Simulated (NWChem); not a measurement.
# TiH$_{3}$O$_{3}$Cl; SMILES [OH][Ti]([OH])([Cl])[OH]

```xyz
8

Ti     0.0000     0.0000    -0.3148
Cl     0.0000     0.0000     1.9094
O      1.5843     0.5143    -0.9023
H      1.9013     1.3348    -1.2925
O     -1.2375     1.1149    -0.9023
H     -2.1066     0.9792    -1.2925
O     -0.3467    -1.6292    -0.9023
H      0.2053    -2.3140    -1.2925
```
Atoms are numbered in this order, from 1.

Results from NWChem. Coordinates come from a PBE0/def2-SVP optimisation. Not confirmed as a minimum by frequencies.

Task: Predict the results for B3LYP/cc-pVTZ. Quantities: highest occupied level (eV); orbital gap (eV); dipole (D).

Result: The highest occupied level (eV) is -8.32 and the orbital gap (eV) is 6.36. The dipole (D) is 3.59.
